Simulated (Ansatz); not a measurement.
C2H6GeSi, SMILES `C=[CH][Ge][SiH3]` (lower singlet; C–C–Ge–Si torsion 177°) (charge 0, multiplicity 1). This singlet lies 0.92 eV below the relaxed triplet at the level B3LYP/cc-pVTZ // PBE0-D3(BJ)/def2-TZVP (Ansatz, an electronic-structure program).

Calculation: Ansatz with LC-ωPBE/cc-pVTZ // PBE0-D3(BJ)/def2-TZVP.

Ansatz 0.2 input:
```yaml
crystal:
  periodic: [false, false, false]
  atoms:
    - { symbol: C, position_ang: [2.270331, -0.670368, -0.340754] }
    - { symbol: C, position_ang: [1.052799, -0.250726, 0.018932] }
    - { symbol: Ge, position_ang: [-0.25807, 0.052139, -1.419189] }
    - { symbol: Si, position_ang: [-2.079775, 0.608267, 0.139717] }
    - { symbol: H, position_ang: [2.525894, -0.829562, -1.386454] }
    - { symbol: H, position_ang: [3.059671, -0.873674, 0.380745] }
    - { symbol: H, position_ang: [0.852439, -0.105563, 1.079456] }
    - { symbol: H, position_ang: [-3.300338, 1.172404, -0.501688] }
    - { symbol: H, position_ang: [-1.640916, 1.557912, 1.206399] }
    - { symbol: H, position_ang: [-2.482035, -0.66083, 0.822834] }
basis:
  gaussian: { orbitals: cc-pVTZ }
hamiltonian:
  xc: lc_wpbe
```

Output:

```
Functional definition: LC-wPBE
1320 factors; their error is unknown
426 factors; integrals over basis functions are off by at most 2.6e-5 eV
mean field evaluation 1: about -66552.9407 eV, gradient 3.6e1 eV
mean field evaluation 2: about -66554.3082 eV, gradient 2.8e1 eV
mean field evaluation 4: about -66556.1015 eV, gradient 1.4e0 eV
mean field evaluation 8: about -66556.1085 eV, gradient 4.5e-2 eV
mean field evaluation 16: about -66556.0732 eV, gradient 1.5e-4 eV
mean field -66556.07318387 eV, -2445.8905761806 hartree, gradient 5.4e-5 eV, S^2 0.000000; 0 other end points of the search recorded, 0 dependent functions left out
reference -66556.07318388 eV, -2445.8905761809 hartree; 32, 32 occupied and 189, 189 virtual orbitals, 1320 factors
Total energy: -66556.07318388 eV, -2445.8905761809 hartree
```
